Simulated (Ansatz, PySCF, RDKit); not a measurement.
Constitutional and geometric isomers with formula C3H2. Gas-phase values, no solvent. Strings in code marks are SMILES.

Quantity: electronic energy of isomers of C3H2 relative to `[C]1C=C1`, in kJ/mol. The restricted reference of `[C]=C=C` is unstable towards unrestricted orbitals. Force-field values (RDKit) are differences of steric energies, which aren't made for comparing isomers with other bonds.

Level 1: composite: frozen-core CCSD(T) with HF/cc-pV5Z and the correlation energy extrapolated as X^-3 from cc-pVQZ and cc-pV5Z, plus CCSDT(Q) minus CCSD(T) in cc-pVDZ // PBE0-D3(BJ)/def2-TZVP (Ansatz, a quantum-chemistry and plane-wave program)
Level 2: composite: frozen-core CCSD(T) with HF/cc-pVQZ and the correlation energy extrapolated as X^-3 from cc-pVTZ and cc-pVQZ, plus CCSDT(Q) minus CCSD(T) in cc-pVDZ // PBE0-D3(BJ)/def2-TZVP (Ansatz)
Level 3: PBE-D3(BJ)/def2-TZVP // PBE0-D3(BJ)/def2-TZVP (PySCF)
Level 4: UFF, relaxed from the DFT geometry (RDKit)

| species | level 2 | level 3 | level 4 |
|---|---|---|---|
| `[C]=C=C` | 59.2 | 61.4 | -395.9 |

Question: What does level 1 give for each?

Answer: 
- `[C]=C=C`: 60.4
